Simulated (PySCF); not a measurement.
```xyz
9

C      1.5446    -0.1839    -0.1485
C      0.3256    -0.5808     0.1974
Si    -1.2319     0.4858    -0.0236
O     -1.0039     1.8972    -0.6419
H      2.4307    -0.8026    -0.0183
H      1.6919     0.7998    -0.5839
H      0.2276    -1.5791     0.6318
H     -2.1452    -0.4648    -0.7828
H     -1.8394     0.4285     1.3699
```

Charge -1, multiplicity 1.

Give the Mulliken and meta-Löwdin atomic charges from CAM-B3LYP-D3(BJ)/def2-TZVPD (PySCF).


```csv
atom,Mulliken (e),meta-Löwdin (e)
C1,-0.59,-0.27
C2,-0.38,-0.37
Si3,0.13,0.86
O4,-0.70,-1.02
H5,0.22,0.08
H6,0.31,0.11
H7,0.26,0.08
H8,-0.12,-0.23
H9,-0.12,-0.23
```
